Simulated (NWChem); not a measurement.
Species: SiNH3OF2; SMILES N[Si](O)(F)F

```xyz
8

N      0.0971    -1.5758    -0.6045
Si    -0.0017    -0.0040     0.0063
O      1.3639     0.2993     0.8608
F     -1.3411     0.1073     0.8765
F     -0.1532     1.1744    -1.0791
H      0.9664    -1.9646    -0.9409
H     -0.7155    -2.1060    -0.8845
H      1.6319     1.2277     0.9054
```
Atoms are numbered in this order, from 1.

Computed with NWChem. All runs use the structure optimised with B3LYP/6-31G* (spherical d). Level SCAN/def2-SVP: energy and gradient on several grids; changes count from the extra-fine grid, which is no exact limit either.

| grid | size of the energy change (μHa) | largest change of a gradient component (μHa/bohr) | time, medium = 1 (rough) |
|---|---|---|---|
| xcoarse | 5000 | 3000 | about 1 |
| coarse | 500 | 2000 | about 1 |
| medium | 3000 | 1000 | about 1 |
| fine | 1000 | 400 | about 1 |
| xfine | < 10 | < 30 | 3 |
